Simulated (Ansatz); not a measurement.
Mulliken charges of `C[NH][Ga]([F])[Cl]` from r2SCAN/def2-TZVPP in Ansatz (PBE0-D4/def2-TZVP geometry).

| atom | x (Å) | y (Å) | z (Å) | charge (e) |
| --- | --- | --- | --- | --- |
| C1 | -0.510 | -1.085 | 0.601 | -0.026 |
| N2 | 0.095 | 0.228 | 0.542 | -0.321 |
| Ga3 | 0.533 | 1.124 | -0.944 | 0.656 |
| F4 | 0.215 | 0.370 | -2.486 | -0.377 |
| Cl5 | 1.419 | 3.047 | -0.967 | -0.256 |
| H6 | -1.485 | -1.063 | 1.100 | 0.057 |
| H7 | 0.126 | -1.805 | 1.128 | 0.057 |
| H8 | -0.668 | -1.467 | -0.409 | 0.060 |
| H9 | 0.274 | 0.652 | 1.437 | 0.150 |

Q: By hand: the dipole of these point charges (1 e Å = 4.8032 D).

A: Σ q r = (-0.188, -0.381, 0.694) e Å, of length 0.814 e Å = 3.91 D.

Q: How does the dipole of the full density compare? (An estimate is asked.)

A: Ansatz gave: (-0.123, -0.243, 0.573) e Å, 3.05 D; the point charges give 1.28 times that, at 6° from its direction.

Point charges leave out the atoms' own dipoles, such as those of lone pairs, and Mulliken's split depends on the basis, so the two needn't agree.
